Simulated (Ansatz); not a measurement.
Relaxation of CH2BOSi (6 atoms, charge -1, multiplicity 1), to a largest force component of 0.02 eV/Å in at most 50 steps.

All numbers below come from RKS BLYP-D4/def2-SVP (Ansatz).

```xyz
6
Properties=species:S:1:pos:R:3
O -1.061 -2.406 0.105
Si -0.659 -0.914 0.005
C 0.852 0.128 0.103
B -0.342 0.943 -0.144
H 1.942 0.181 0.246
H -0.732 2.068 -0.314
```

Where does it end, and by what steps?

The run converged. Limits of this set-up: an anion without diffuse functions, the dipole of an ion depends on the origin. After 5 steps the energy has fallen by 0.145 eV; H5 moved furthest, 0.12 Å.

```json
{"step": "0", "energy less start (eV)": "0.0000", "largest force component (eV/Å)": "1.538", "accepted": "yes"}
{"step": "1", "energy less start (eV)": "-0.0901", "largest force component (eV/Å)": "0.855", "accepted": "yes"}
{"step": "2", "energy less start (eV)": "-0.1408", "largest force component (eV/Å)": "0.325", "accepted": "yes"}
{"step": "3", "energy less start (eV)": "-0.1443", "largest force component (eV/Å)": "0.096", "accepted": "yes"}
{"step": "4", "energy less start (eV)": "-0.1451", "largest force component (eV/Å)": "0.025", "accepted": "yes"}
{"step": "5", "energy less start (eV)": "-0.1452", "largest force component (eV/Å)": "0.007", "accepted": "yes"}
```

```xyz
6
Properties=species:S:1:pos:R:3
O -1.128 -2.456 0.101
Si -0.608 -0.967 0.018
C 0.841 0.081 0.106
B -0.377 0.930 -0.148
H 1.924 0.298 0.231
H -0.652 2.114 -0.308
```

Whether the end is a true minimum wasn't checked by a vibrational analysis.

Run time: 12 s on 1 thread of Arm Neoverse V2 (shared host), peak memory 0.15 GiB.
